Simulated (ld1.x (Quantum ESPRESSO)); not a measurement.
An all-electron radial function and its pseudo partner (C (Z = 6))

Columns: radius, all-electron u(r) and pseudo u(r) of the 2s shell (level -32.61 eV) of carbon in the configuration [He] 2s2 2p0.5; LDA (PZ), scalar-relativistic, RRKJ scheme, ld1.x (Quantum ESPRESSO) 7.5.

```tsv
r (bohr)	all-electron	pseudo
0.079	0.3365	-0.0700
0.158	0.3870	-0.1401
0.237	0.2941	-0.2106
0.316	0.1364	-0.2815
0.395	-0.0423	-0.3529
0.474	-0.2175	-0.4246
0.553	-0.3766	-0.4961
0.632	-0.5137	-0.5666
0.711	-0.6268	-0.6345
0.790	-0.7160	-0.6979
0.869	-0.7830	-0.7542
0.948	-0.8297	-0.8010
1.027	-0.8587	-0.8358
1.106	-0.8726	-0.8574
1.185	-0.8737	-0.8654
1.264	-0.8643	-0.8608
1.343	-0.8464	-0.8454
1.422	-0.8219	-0.8217
1.501	-0.7923	-0.7923
1.580	-0.7590	-0.7590
1.659	-0.7232	-0.7232
1.738	-0.6857	-0.6857
1.817	-0.6473	-0.6473
1.896	-0.6088	-0.6088
1.975	-0.5706	-0.5706
2.054	-0.5331	-0.5331
```

Problem. How many radial nodes do the two functions have?

Solution. The all-electron 2s function has n − l − 1 = 1; the pseudo-wave has 0, since the states of the same l below it are removed with the core.

Problem. At about which radius was the pseudo-wave matched?

Solution. 1.58 bohr. The columns agree to 0.0005 from 1.42 bohr on; several derivatives are matched, so the curves merge somewhat inside the radius.

Problem. Where does each function peak?

Solution. Outermost all-electron maximum near 1.19 bohr, pseudo maximum near 1.19 bohr (to the table’s step).

Problem. Is the pseudo-wave norm-conserving?

Solution. Yes: the RRKJ scheme keeps the norm inside the radius equal to the all-electron one, which fixes the energy derivative of the logarithmic derivative at the level.
